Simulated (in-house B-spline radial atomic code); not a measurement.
**Removing one electron from the rhodium ion Rh⁴³⁺**

Closed shell 1s2. Computed with a B-spline radial code for spherical atoms: Koopmans values of Dirac-Hartree-Fock plus a diagonal self-energy, in second order or with its direct term screened (direct RPA, with the hole-particle interaction, or full time-dependent Hartree-Fock), linearised in energy; no-pair Dirac-Coulomb Hamiltonian, finite nucleus. Shifts add to the Koopmans value (the ΔSCF shift is orbital relaxation alone); the final value takes TDHF screening with Breit and QED.

Command:
```bash
python run_mb.py task.json out
```
Settings (nuclear radius in fm, box in bohr, cutoff in hartree):
```
basis_form          2
Z                   45
core_configuration  1s2
rms_radius          4.4945
mass_number         103
speed_of_light      137.036
box_radius          2.807
lmax                7
intervals           57
virtual_cutoff      8100.0
```

Cost of the run: 0.7 s on 1 thread of Arm Neoverse N1, on a shared host.

Energies in eV:

| subshell | Koopmans | ΔSCF shift | second order | direct RPA | hole-particle | TDHF | Breit + QED | final |
| --- | --- | --- | --- | --- | --- | --- | --- | --- |
| 1s1/2 | 27543.27 | -1.664 | ? | ? | ? | ? | ? | ? |

**Question.** What does the self-energy do to 1s1/2?

**Answer.** It shifts the removal energy by -0.480 eV in second order, -0.444 with direct RPA, -0.489 with the hole-particle term and -0.497 with TDHF screening (quasi-particle weight 1.000); Breit and QED add -56.759 eV. The final value is 27486.01 eV, against 27486.979 ± 0.012 eV (NIST, tabulated theory). Recoil and two-electron QED terms are left out.
